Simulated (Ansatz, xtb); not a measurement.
# C8H10: which of two isomers lies lower

Structure I: `C#CC1(C=C)CCC1`, a singlet. Structure II: `C#C[C@H]1C[C@H](C=C)C1`, a singlet. Both are isolated molecules in the gas phase, relaxed with B3LYP/def2-SVP, each in the lowest conformer that the search found.

I (Å):

```yaml
atoms:
  - { symbol: C, position_ang: [-0.9809, -2.3526, -1.7757] }
  - { symbol: C, position_ang: [-0.5606, -1.4819, -1.0438] }
  - { symbol: C, position_ang: [-0.0579, -0.4308, -0.1515] }
  - { symbol: C, position_ang: [0.2642, -1.0304, 1.1991] }
  - { symbol: C, position_ang: [1.4597, -1.0567, 1.7925] }
  - { symbol: C, position_ang: [-1.0198, 0.8214, -0.1423] }
  - { symbol: C, position_ang: [-0.1220, 1.4877, -1.2103] }
  - { symbol: C, position_ang: [1.0018, 0.4838, -0.8603] }
  - { symbol: H, position_ang: [-1.3491, -3.1249, -2.4238] }
  - { symbol: H, position_ang: [-0.5969, -1.4855, 1.7046] }
  - { symbol: H, position_ang: [1.5899, -1.5150, 2.7766] }
  - { symbol: H, position_ang: [2.3541, -0.6354, 1.3243] }
  - { symbol: H, position_ang: [-0.9638, 1.3338, 0.8299] }
  - { symbol: H, position_ang: [-2.0733, 0.6319, -0.3930] }
  - { symbol: H, position_ang: [-0.5104, 1.3340, -2.2280] }
  - { symbol: H, position_ang: [0.1029, 2.5565, -1.0783] }
  - { symbol: H, position_ang: [1.5672, 0.0294, -1.6859] }
  - { symbol: H, position_ang: [1.7078, 0.9011, -0.1281] }
```

II (Å):

```xyz
18

C     2.3870   -0.2274    3.3963
C     2.1785   -0.2560    2.2020
C     1.9234   -0.2980    0.7671
C     2.2834   -1.6525    0.0723
C     0.7790   -2.0566    0.0942
C     0.1962   -2.7158   -1.1143
C    -0.4836   -3.8669   -1.1223
C     0.4337   -0.5626    0.3695
H     2.5736   -0.1985    4.4530
H     2.3724    0.5923    0.2968
H     2.6468   -1.4846   -0.9534
H     2.9893   -2.3115    0.5976
H     0.5657   -2.6625    0.9893
H     0.3554   -2.1868   -2.0650
H    -0.6665   -4.4289   -0.2001
H    -0.8822   -4.2917   -2.0478
H    -0.3313   -0.3550    1.1312
H     0.1716   -0.0260   -0.5556
```

Quicker runs give these differences E(II) − E(I): GFN2-xTB −0.79 kcal/mol; HF/STO-3G −2.30 kcal/mol (at GFN2-xTB geometries); r2SCAN-D4/def2-SVP −1.82 kcal/mol (at GFN2-xTB geometries).

Task: Estimate E(II) − E(I) at the level CCSD(T)/def2-SVP + ΔMP2/def2-TZVPP.

Result: CCSD(T)/def2-SVP + ΔMP2/def2-TZVPP gives E(II) − E(I) = −0.52 kcal/mol, slightly favouring structure II, which is too small a margin to settle the true order.

The same difference at several levels:

```tsv
level	geometry	E(II) − E(I) (kcal/mol)	departure from the last row (kcal/mol)	job, with rough time for the two
GFN2-xTB	GFN2-xTB	−0.79	−0.26	optimisation, 0.41 s
HF/STO-3G	GFN2-xTB	−2.30	−1.78	single point, 0.58 s
r2SCAN-D4/def2-SVP	GFN2-xTB	−1.82	−1.29	single point, 3.9 s
B3LYP/def2-SVP	B3LYP/def2-SVP	−2.78	−2.25	optimisation, 99 s
HF/def2-SVP	B3LYP/def2-SVP	−2.64	−2.11	part of the CCSD(T) run
MP2/def2-SVP	B3LYP/def2-SVP	+0.27	+0.80	part of the CCSD(T) run
CCSD(T)/def2-SVP	B3LYP/def2-SVP	−0.30	+0.22	single point
CCSD(T)/def2-SVP + ΔMP2/def2-TZVPP	B3LYP/def2-SVP	−0.52		single point, 2 min
```

As drawn, both hold the same kinds of bond in the same numbers.

The largest departure from CCSD(T)/def2-SVP + ΔMP2/def2-TZVPP is that of B3LYP/def2-SVP, 2.25 kcal/mol. The last row adds to CCSD(T) the change of the MP2 difference between the two basis sets, here −0.22 kcal/mol.

With thermal terms from frequencies at re-optimised GFN2-xTB minima (ideal gas, soft modes damped towards free rotors, one conformer each, 298.15 K, 1 atm): the zero-point term adds +0.17 kcal/mol; ΔH is −0.43 and ΔG −0.31 kcal/mol.

The correlated steps freeze 8 core orbitals. Mirror images aren't counted in ΔG. Programs: Ansatz 0.2.0, xtb 6.7.1; the last row on 2 threads of AMD EPYC 9R45 96-Core Processor (Zen 5) on a shared host.
